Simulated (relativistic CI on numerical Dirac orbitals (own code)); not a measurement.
## Hyperfine structure of Pr¹¹⁺, mass number 141

Method of calculation: Dirac-Coulomb-Breit CI, separate exchange-only KLI orbitals for each configuration, model QED (radiative potential, 1s self-energy scaled to tabulated hydrogen-like ionisation energies), unscaled Slater integrals (own radial code, finite nucleus).

Configuration list (outside the closed core [Kr]): 4d10 5s2, 4d10 5s 5p, 4d10 5s 4f, 4d10 5s 5d, 4d10 4f 5d, 4d10 5s 5f, 4d10 5p 5d, 4d9 5s2 4f, 4d10 5s 5g, 4d10 5s 6s, 4d10 4f2, 4d9 4f3, 4d10 5p2, 4d9 4f 5p2, 4d10 4f 5p, 4d9 4f2 5p. Double excitations out of closed p, d and f shells are left out; levels of such configurations are missing from the list, as are those of other unlisted configurations, and high levels can miss mixing partners.

Nuclear spin I = 5/2, μ = 4.266 μN, Q = -0.0589 b (tables of Stone and Pyykkö). The electronic factors are computed for point nuclear moments, without core polarisation or the Bohr-Weisskopf and QED corrections.

| Level | E (cm⁻¹) | A (MHz) | B (MHz) |
| --- | --- | --- | --- |
| 4d10 5s 4f 3F°_2 | 116819.9 | -26870 | -43.2 |
| 4d10 5s 4f 3F°_3 | 117924.0 | 16720 | -47.5 |
| 4d10 5s 4f 3F°_4 | 120078.0 | 22200 | -61.6 |
| 4d10 5s 4f 1F°_3 | 127141.1 | -7353 | -62.3 |
| 4d10 5s 5p 3P°_1 | 142978.0 | 95460 | 206 |
| 4d10 5s 5p 3P°_2 | 175952.8 | 49000 | -471 |
| 4d10 5s 5p 1P°_1 | 212584.5 | -18700 | -434 |
| 4d10 4f2 3H_4 | 272552.9 | 1422 | -51.7 |

Levels with J = 0, under 50 % of one LS term, or S terms without an open s electron are left out. Small factors come from cancelling terms and can be off by tens of per cent or more.

At this charge transitions that keep the count of f electrons are usually good to a few per cent. Terms inside the open d or f shell come out 10 to 20 % too wide with unscaled integrals. Levels and lines within the n = 5 or 6 shells can be off by up to 10 % or somewhat more, and those that change n by about 2 %, since core polarisation is missing. Levels that differ in their count of f electrons can be misplaced by several ten thousand cm⁻¹, since the correlation energy of f electrons is missing or only estimated; rates across such gaps can be off by orders of magnitude.

Problem. Give the hyperfine levels of 4d10 5s 4f 3F°_2 relative to its centre of gravity.

Solution. With K = F(F + 1) − I(I + 1) − J(J + 1), E = AK/2 + B[¾K(K + 1) − I(I + 1)J(J + 1)]/[2I(2I − 1)J(2J − 1)]: F = 1/2: 188100, F = 3/2: 147800, F = 5/2: 80620, F = 7/2: -13420, F = 9/2: -134400 MHz.

LS names give the leading component of a level, which can be under half, so a name can repeat, a term be missing and a line seem to break the LS rules.
